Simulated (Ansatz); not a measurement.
Reaction (redistribution): `[SiH3][SiH2][GeH2][GeH2][SiH2][GeH3]` + `[SiH3]O[SiH2]S` → `[SiH3][SiH2]O[SiH2]S` + `[SiH3][GeH2][GeH2][SiH2][GeH3]`

Computed with Ansatz on PBE0-D4/def2-TZVP structures; ΔE is electronic, products minus reactants. CCSD(T)/CBS is the MP2 limit (def2-TZVPP, def2-QZVPP) plus CCSD(T) − MP2 in def2-TZVPP, frozen cores. For Ge outer-core shells are correlated without core-valence functions, which leaves a few kJ/mol of doubt a bond. Scalar relativity is left out up to krypton. One conformer a species, not always the lowest.

`[SiH3][SiH2][GeH2][GeH2][SiH2][GeH3]`:

Cartesian coordinates in Å:
```
Si -0.954 0.765 2.430
Si -0.474 2.357 0.785
Ge -0.743 1.496 -1.420
Ge 1.193 0.198 -2.100
Si 1.697 -1.445 -0.456
Ge -0.252 -2.736 -0.010
H 0.005 -0.370 2.365
H -2.330 0.237 2.235
H -0.864 1.381 3.782
H -1.385 3.521 0.976
H 0.926 2.839 0.947
H -1.996 0.602 -1.481
H -0.949 2.657 -2.413
H 2.388 1.150 -2.298
H 0.902 -0.486 -3.450
H 2.797 -2.337 -0.915
H 2.143 -0.757 0.787
H -0.566 -3.638 -1.216
H -0.076 -3.622 1.234
H -1.460 -1.811 0.218
```

`[SiH3]O[SiH2]S`:

Cartesian coordinates in Å:
```
Si 1.173 1.224 0.393
O 0.101 0.534 -0.644
Si -1.154 -0.508 -0.658
S -1.021 -1.975 0.884
H 1.884 2.291 -0.350
H 2.148 0.212 0.870
H 0.464 1.811 1.559
H -2.422 0.204 -0.374
H -1.170 -1.152 -1.989
H -0.004 -2.641 0.310
```

`[SiH3][SiH2]O[SiH2]S`:

```xyz
13

Si   -0.432    1.725    1.362
Si    1.157    0.827   -0.111
O     1.034   -0.815   -0.217
Si   -0.116   -1.957   -0.405
S    -1.675   -1.340   -1.721
H    -0.238    1.183    2.734
H    -0.277    3.205    1.407
H    -1.812    1.398    0.912
H     0.991    1.427   -1.464
H     2.532    1.128    0.366
H     0.557   -3.170   -0.918
H    -0.810   -2.212    0.880
H    -0.912   -1.400   -2.826
```

`[SiH3][GeH2][GeH2][SiH2][GeH3]`:

Cartesian coordinates in Å:
```
Si -0.812 1.112 2.312
Ge -1.875 0.730 0.219
Ge -0.284 1.077 -1.583
Si 1.712 -0.110 -1.066
Ge 1.173 -2.355 -0.496
H -0.302 2.508 2.365
H -1.749 0.896 3.446
H 0.339 0.181 2.455
H -3.089 1.664 0.049
H -2.384 -0.722 0.153
H -0.876 0.566 -2.910
H 0.001 2.583 -1.735
H 2.663 -0.089 -2.211
H 2.369 0.545 0.100
H 2.431 -3.170 -0.152
H 0.450 -3.042 -1.667
H 0.233 -2.373 0.723
```

```
                               species  CCSD(T)/CBS(def2) energy (Eh)
`[SiH3][SiH2][GeH2][GeH2][SiH2][GeH3]`                    -7104.00459
                      `[SiH3]O[SiH2]S`                    -1054.82682
                `[SiH3][SiH2]O[SiH2]S`                    -1345.10495
      `[SiH3][GeH2][GeH2][SiH2][GeH3]`                    -6813.72032
```

Q: Work out ΔE.

A: ΔE = (-1345.10495) + (-6813.72032) − (-7104.00459) − (-1054.82682) = 0.00614 Eh = +16.1 kJ/mol.

Largest T1 diagnostic among the species: 0.013.

In def2-TZVPP, CCSD(T) changes the Hartree–Fock value by +5.9 kJ/mol (the triples alone add +1.0 kJ/mol) and MP2 by +8.3 kJ/mol. The D4 term adds +4.2 kJ/mol with B3LYP and +2.6 kJ/mol with PBE0; it sums over pairs of atoms, weighted by their polarisabilities, and B3LYP, whose exchange is more repulsive, gets the larger term.

B3LYP here is the variant with VWN-RPA as its local correlation; programs differ in this.
